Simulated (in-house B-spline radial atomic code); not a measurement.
The numbers below are computed, except where a source is named.
Weak and strong correlation along the adiabatic connection

Two-electron singlets in several external potentials (atomic units), by full CI in B-splines with partial waves to l = 8 (correlation energies up to 0.6 % small). The repulsion is scaled by λ at fixed density; W(λ) is the mean repulsion less the Hartree energy, W(0) = E_x, and the area under W from 0 to 1 is E_xc.

Relative drop (W(λ) − E_x)/E_x:

| system | λ = 0.12 | λ = 0.25 | λ = 0.4 | λ = 0.6 | λ = 0.8 | λ = 1 |
| --- | --- | --- | --- | --- | --- | --- |
| ω²r²/2 − Z/r, ω = 0.0443, Z = 0.7 | 0.0425 | 0.0800 | 0.1150 | 0.1514 | 0.1795 | 0.2017 |
| −V exp(−r²/w²), V = 24.9, w = 3.36 | 0.0108 | 0.0220 | 0.0340 | 0.0490 | 0.0627 | 0.0754 |
| −Z/r, Z = 0.717, wall at 5.68 bohr | 0.0274 | 0.0531 | 0.0783 | 0.1064 | 0.1297 | 0.1492 |
| −Z exp(−kr)/r, Z = 9.48, k = 2.94 | 0.0021 | 0.0044 | 0.0071 | 0.0105 | 0.0139 | 0.0172 |
| −V exp(−r²/w²), V = 7.69, w = 6.38 | 0.0205 | 0.0405 | 0.0611 | 0.0850 | 0.1057 | 0.1236 |
| ω²r²/2 − Z/r, ω = 0.69, Z = 3 | 0.0065 | 0.0133 | 0.0208 | 0.0305 | 0.0396 | 0.0484 |
| −Z/r, Z = 1.5, wall at 8 bohr | 0.0162 | 0.0324 | 0.0495 | 0.0701 | 0.0884 | 0.1049 |

**Question.** Order the systems by how far second-order (GL2) theory, half the initial slope (estimated from the first points of each curve), overshoots the correlation energy, least first.
A. −Z/r, Z = 1.5, wall at 8 bohr
B. ω²r²/2 − Z/r, ω = 0.0443, Z = 0.7
C. −Z exp(−kr)/r, Z = 9.48, k = 2.94
D. ω²r²/2 − Z/r, ω = 0.69, Z = 3
E. −V exp(−r²/w²), V = 24.9, w = 3.36
F. −V exp(−r²/w²), V = 7.69, w = 6.38
G. −Z/r, Z = 0.717, wall at 5.68 bohr

**Answer.** C (GL2/E_c = 1.03), D (GL2/E_c = 1.09), E (GL2/E_c = 1.15), A (GL2/E_c = 1.22), F (GL2/E_c = 1.29), G (GL2/E_c = 1.41), B (GL2/E_c = 1.58).

**Question.** What else changes along this order?

**Answer.** The ratio follows the bend of the curve. With it the leading natural occupation goes from 1.999 to 1.865 and −T_c/E_c from 0.97 to 0.63 between the first and the last.
